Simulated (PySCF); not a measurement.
W(NH)(S)(NH2)2 (H5N3SW), SMILES [S]=[W](=[NH])([NH2])[NH2], multiplicity 1. Atoms are numbered in the order given.

```xyz
10

W     -0.1405    -0.0285     0.0000
N     -0.8547    -1.6226     0.0000
H     -0.7876    -2.6375     0.0000
S      2.0144     0.0029     0.0000
N     -0.7986     0.8382    -1.6111
H     -0.3613     1.6540    -2.0302
H     -1.5798     0.5089    -2.1684
N     -0.7986     0.8382     1.6111
H     -1.5798     0.5089     2.1684
H     -0.3613     1.6540     2.0302
```

Geometry optimised at PBE0-D3(BJ)/def2-SVP. The spin state was assumed, not searched. The structure was generated by enumeration; whether it is a known compound was not checked. The def2 effective core potentials stand for the cores of W; spin–orbit coupling is left out. Other conformers were not sampled.

Level of theory: M06-2X/def2-TZVP (PySCF).

The molecule is in vacuum.

Computed frontier levels, gap, dipole moment and polarisability:
The highest occupied level comes out as -8.00 eV and the lowest empty level is -0.55 eV. The orbital gap is 7.45 eV. The dipole moment is 3.25 D. The quadrupole, principal values (traceless, Buckingham form, about the centre of nuclear charge) comes out as -11.19, 5.24, 5.95 D·Å, the mean static polarisability is 84.5 bohr³ (12.53 Å³) and the polarisability, principal values is 76.3, 76.6, 100.7 bohr³.
